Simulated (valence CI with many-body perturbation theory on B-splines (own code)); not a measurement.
**Forbidden lines of Eu XXII**

Computed by relativistic CI+MBPT: six valence electrons over a frozen Dirac-Fock core [Kr], a basis of 7 s, 7 p, 8 d, 6 f, 4 g, 1 h functions for each j, with the one-electron correlation potential Σ1 (screened to all orders), the two-electron term Σ2, the three-electron term Σ3, Breit, model QED; selected single and double excitations, second order for the rest, scaled by the run's own slope (own B-spline code, finite nucleus).

No measured spectrum was set against this ion. As an estimate, terms of the open shell hold to 2 to 4 % of their energy, and close levels can change places. Core correlation moves these levels by up to 9600 cm⁻¹, and in measured spectra 5 to 20 % of such shifts remained as error; rates that hang on mixing are uncertain with them. Among the levels kept, up to 1000 cm⁻¹ of a level comes from second order outside the variational space, and about a tenth of that is noise between levels of different J, which matters for small intervals. Only levels of the ground parity were solved; by the run's estimate the other parity begins above the list, which can be wrong where configurations are misplaced.

Lines 51 to 100 of 119 in falling wavelength, among levels below 36.172 eV, chosen from the decays that carry over 1 % of a level's rate. Wavelengths and rates use the calculated energies, so an error of 2000 cm⁻¹ moves a line at 174.4 nm by 3.5 % and its rate by three times that or more. Electric multipoles are in the length gauge, E1 and E2 with the static RPA response of the core. Weak lines are less certain than strong ones. Lines between different terms over intervals too small for the method are left out, as are lines whose strength nearly cancels. Where a level lies close to another of its J and parity, the split of strength between their lines is uncertain. The highest levels of a list are the least certain. Branching is blank where the lifetime is uncertain.

Levels are named by their leading jj configuration (3d3/2^4 stands for four electrons in 3d with j = 3/2), which in mixed levels can hold well under half, so a name can repeat and another be missing. Letters in brackets count levels of one name in rising energy.

```csv
λ vac (nm),Upper,Lower,Type,A (s⁻¹),Branch %
174.4,(4d3/2^2 4d5/2^4) J=2 [b],(4d3/2^2 4d5/2^4) J=2 [a],M1,7.74e+02,20.3
172.9,(4d3/2 4d5/2^5) J=1,(4d3/2^3 4d5/2^3) J=0,M1,5.01e+02,3.4
172.8,(4d3/2 4d5/2^5) J=2,(4d3/2^2 4d5/2^4) J=2 [b],M1,1.53e+03,18.1
172.4,(4d3/2^2 4d5/2^4) J=0 [a],(4d3/2^3 4d5/2^3) J=1 [a],M1,5.38e+03,99.7
169.4,(4d3/2 4d5/2^5) J=1,(4d3/2^3 4d5/2^3) J=2 [b],M1,1.81e+03,12.4
168.4,(4d3/2^3 4d5/2^3) J=2 [b],(4d3/2^3 4d5/2^3) J=1 [a],M1,2.62e+02,13.0
168.1,(4d3/2^2 4d5/2^4) J=4 [c],(4d3/2^3 4d5/2^3) J=3 [c],M1,1.09e+03,20.1
166.9,(4d3/2^2 4d5/2^4) J=4 [a],(4d3/2^3 4d5/2^3) J=4 [a],M1,3.14e+03,64.2
165.6,(4d3/2 4d5/2^5) J=1,(4d3/2^2 4d5/2^4) J=0 [a],M1,2.00e+03,13.7
165.1,(4d3/2^3 4d5/2^3) J=0,(4d3/2^3 4d5/2^3) J=1 [a],M1,2.27e+03,99.4
164.9,(4d3/2^3 4d5/2^3) J=2 [a],(4d3/2^4 4d5/2^2) J=2,M1,1.60e+03,80.5
163.8,(4d3/2^2 4d5/2^4) J=6,(4d3/2^3 4d5/2^3) J=6,M1,1.33e+03,69.2
163.1,(4d3/2^3 4d5/2^3) J=1 [b],(4d3/2^4 4d5/2^2) J=0,M1,9.49e+02,54.6
162.1,(4d3/2^2 4d5/2^4) J=4 [c],(4d3/2^2 4d5/2^4) J=4 [a],M1,3.82e+02,7.1
161.0,(4d3/2^3 4d5/2^3) J=3 [c],(4d3/2^3 4d5/2^3) J=4 [a],M1,2.09e+02,9.1
160.8,(4d3/2^2 4d5/2^4) J=6,(4d3/2^3 4d5/2^3) J=5,M1,5.85e+02,30.6
159.1,(4d3/2^3 4d5/2^3) J=3 [b],(4d3/2^4 4d5/2^2) J=2,M1,1.98e+02,10.4
158.6,(4d3/2 4d5/2^5) J=2,(4d3/2^2 4d5/2^4) J=1,M1,1.80e+03,21.3
158.3,(4d3/2^2 4d5/2^4) J=2 [c],(4d3/2^3 4d5/2^3) J=2 [b],M1,1.11e+03,18.9
156.4,(4d3/2^2 4d5/2^4) J=1,(4d3/2^3 4d5/2^3) J=2 [a],M1,2.29e+02,7.3
152.3,(4d3/2^3 4d5/2^3) J=5,(4d3/2^4 4d5/2^2) J=4,M1,3.88e+02,91.2
149.8,(4d3/2^3 4d5/2^3) J=6,(4d3/2^4 4d5/2^2) J=4,E2,9.88e-03,
149.5,(4d3/2^2 4d5/2^4) J=4 [b],(4d3/2^3 4d5/2^3) J=3 [b],M1,6.09e+02,20.7
149.4,(4d3/2^2 4d5/2^4) J=2 [b],(4d3/2^3 4d5/2^3) J=3 [b],M1,8.65e+02,22.7
149.3,(4d3/2^2 4d5/2^4) J=5,(4d3/2^3 4d5/2^3) J=4 [a],M1,8.03e+01,3.3
146.8,(4d3/2^2 4d5/2^4) J=2 [c],(4d3/2^3 4d5/2^3) J=1 [b],M1,9.64e+02,16.3
144.7,(4d3/2^2 4d5/2^4) J=2 [b],(4d3/2^3 4d5/2^3) J=2 [a],M1,1.06e+03,27.8
144.6,(4d3/2^3 4d5/2^3) J=2 [b],(4d3/2^3 4d5/2^3) J=3 [a],M1,8.86e+02,44.0
142.8,(4d3/2 4d5/2^5) J=4,(4d3/2^2 4d5/2^4) J=3 [b],M1,1.58e+03,17.1
142.1,(4d3/2^2 4d5/2^4) J=3 [a],(4d3/2^3 4d5/2^3) J=4 [a],M1,1.19e+03,33.1
142.0,(4d3/2^2 4d5/2^4) J=4 [c],(4d3/2^3 4d5/2^3) J=4 [b],M1,1.39e+03,25.7
135.2,(4d3/2^2 4d5/2^4) J=4 [a],(4d3/2^3 4d5/2^3) J=3 [a],M1,1.62e+02,3.3
131.3,(4d3/2^3 4d5/2^3) J=3 [c],(4d3/2^3 4d5/2^3) J=3 [a],M1,3.40e+02,14.8
131.1,(4d3/2 4d5/2^5) J=1,(4d3/2^2 4d5/2^4) J=2 [a],M1,8.16e+03,55.8
129.4,(4d3/2^2 4d5/2^4) J=3 [b],(4d3/2^3 4d5/2^3) J=4 [a],M1,7.03e+02,23.9
126.9,(4d3/2^3 4d5/2^3) J=3 [b],(4d3/2^4 4d5/2^2) J=4,M1,1.27e+03,66.6
124.9,(4d3/2^2 4d5/2^4) J=4 [b],(4d3/2^3 4d5/2^3) J=5,M1,1.90e+03,64.4
124.5,(4d3/2 4d5/2^5) J=4,(4d3/2^2 4d5/2^4) J=5,M1,2.70e+03,29.1
124.3,(4d3/2^2 4d5/2^4) J=2 [c],(4d3/2^2 4d5/2^4) J=2 [a],M1,6.60e+02,11.2
121.0,(4d3/2 4d5/2^5) J=2,(4d3/2^2 4d5/2^4) J=3 [a],M1,2.09e+03,24.8
118.4,(4d3/2^2 4d5/2^4) J=3 [a],(4d3/2^3 4d5/2^3) J=3 [a],M1,1.85e+03,51.8
118.0,(4d3/2^3 4d5/2^3) J=1 [b],(4d3/2^4 4d5/2^2) J=2,M1,2.62e+02,15.1
117.4,(4d3/2 4d5/2^5) J=4,(4d3/2^3 4d5/2^3) J=3 [c],M1,3.57e+02,3.9
114.5,(4d3/2 4d5/2^5) J=4,(4d3/2^2 4d5/2^4) J=4 [a],M1,4.26e+03,46.0
113.5,(4d3/2 4d5/2^5) J=1,(4d3/2^3 4d5/2^3) J=2 [a],M1,1.59e+03,10.9
111.5,(4d3/2^3 4d5/2^3) J=2 [b],(4d3/2^4 4d5/2^2) J=2,M1,6.85e+02,34.0
111.1,(4d3/2^2 4d5/2^4) J=2 [c],(4d3/2^3 4d5/2^3) J=3 [b],M1,4.51e+02,7.6
110.0,(4d3/2 4d5/2^5) J=2,(4d3/2^3 4d5/2^3) J=3 [c],M1,9.43e+02,11.2
109.5,(4d3/2^2 4d5/2^4) J=3 [b],(4d3/2^3 4d5/2^3) J=3 [a],M1,2.95e+01,1.0
108.4,(4d3/2^2 4d5/2^4) J=2 [c],(4d3/2^3 4d5/2^3) J=2 [a],M1,5.09e+02,8.6
```
